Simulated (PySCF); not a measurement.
**InN and its ions**

PBE0; basis In def2-SVPD with ECP28, N def2-SVPD; scalar-relativistic core potentials; PySCF 2.14. Neutral (UKS): triplet (π ↑↑), Re = 2.231 Å, ωe = 451 cm⁻¹, De = 1.88 eV, HOMO -5.46 eV, LUMO -2.59 eV.

InN⁻ (UKS): doublet (π ↑), Re = 2.050 Å, ωe = 563 cm⁻¹, De = 2.74 eV to In⁻ + N. The energies at the minima are -244.65884 hartree for InN and -244.69728 for InN⁻.

Question: Work out the adiabatic electron affinity, without and with harmonic zero-point energies (1 hartree = 27.2114 eV, 1 eV = 8065.5 cm⁻¹), and the change of the bond length.

Answer: At PBE0: 0.03844 hartree = 1.046 eV between the minima; the zero-point term (451.0 − 563.0)/2 cm⁻¹ = -0.007 eV makes it 1.039 eV. Re changes by -18.1 pm against the neutral. The electron enters a π orbital; the charge polarises the partner, so the anion is bound more strongly.

Spin–orbit coupling is left out, which matters for elements this heavy, above all for dissociation energies. For an ion De counts to the pair picked by the measured ionisation energies or electron affinities, which need not be the lowest pair at this level. The highest Kohn–Sham level is positive in this anion. Much of that is self-interaction error, but it also means that the finite basis helps to hold the extra electron. States were picked by a PBE0 search and need not be the measured ground states.
